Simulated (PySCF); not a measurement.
From one molecule to another.

First species: C9H11N.
InChI=1S/C9H11N/c1-2-7-10(6-1)8-9-4-3-5-9/h1-2,6-8H,3-5H2

Second species: C9H11N.
Z-matrix (Å and degrees, GFN2-xTB geometry), rows numbered from 1:
```
C 
C   1  1.4931
C   2  1.3238  1  127.99
C   3  1.5031  2  127.41  1     1.20
C   4  1.5033  3  108.67  2   113.99
C   5  1.3908  4  120.86  3   -82.05
C   6  1.3846  5  118.88  4   178.31
N   7  1.3225  6  123.51  5    -0.29
C   8  1.3216  7  117.69  6     0.01
C   9  1.3855  8  123.53  7     0.05
H   1  1.0857  2  112.66  3    -0.29
H   1  1.0900  2  109.65  3  -121.32
H   1  1.0901  2  109.80  3   120.84
H   2  1.0833  1  113.91  3  -179.53
H   3  1.0826  2  118.81  1   179.46
H   4  1.0894  3  111.01  2    -6.95
H   4  1.0931  3  109.02  2  -126.57
H   6  1.0796  5  120.45  4    -1.76
H   7  1.0826  6  121.03  5   179.78
H   9  1.0825  8  115.54  7  -179.94
H  10  1.0801  5  120.68  4     2.09
```

Levels: PBE0/pcSseg-1 for dipole moment, HOMO energy, LUMO energy and HOMO–LUMO gap; GFN2-xTB for rotational constant A and rotational constant C. Geometries: GFN2-xTB. All species are isolated and taken at one optimised geometry, non-relativistic unless stated; the electronic structure was computed with PySCF and density fitting.

The conformers computed, where there is a choice (atom-mapped SMILES and torsion angles):
- `[CH:1](=[C:2]1[CH2:3][CH2:4][CH2:5]1)[n:6]1[cH:7][cH:8][cH:9][cH:10]1`: C2–C1–N6–C7 0°
- `[CH3:1]/[CH:2]=[CH:3]\[CH2:4][c:5]1[cH:6][cH:7][n:8][cH:9][cH:10]1`: C2–C3–C4–C5 114°, C3–C4–C5–C6 -82°

Values for the first species:

```
Dipole moment         : 1.84 D
HOMO energy           : -6.08 eV
LUMO energy           : -0.18 eV
HOMO–LUMO gap         : 5.90 eV
Rotational constant A : 4.463 GHz
Rotational constant C : 0.628 GHz
```

Q: Estimate the same properties for the second species, and the change in each.

A: 
| property | first | second | second less first |
| --- | --- | --- | --- |
| dipole moment | 1.84 D | 2.83 D | +0.99 D |
| HOMO energy | -6.08 eV | -7.15 eV | -1.07 eV |
| LUMO energy | -0.18 eV | -0.69 eV | -0.51 eV |
| HOMO–LUMO gap | 5.90 eV | 6.46 eV | +0.56 eV |
| rotational constant A | 4.463 GHz | 3.283 GHz | -1.180 GHz |
| rotational constant C | 0.628 GHz | 0.647 GHz | +0.019 GHz |

On the first: A dipole of 1.84 D is allowed in Cs, and pure rotational transitions are dipole-allowed. The dipole equals about 6.1 × 10⁻³⁰ C·m (1 D = 3.33564 × 10⁻³⁰ C·m).

On the second: A dipole of 2.83 D is allowed in C1, and pure rotational transitions are dipole-allowed. The dipole matches unit charges of opposite sign 0.59 Å apart (1 e·Å = 4.8032 D).
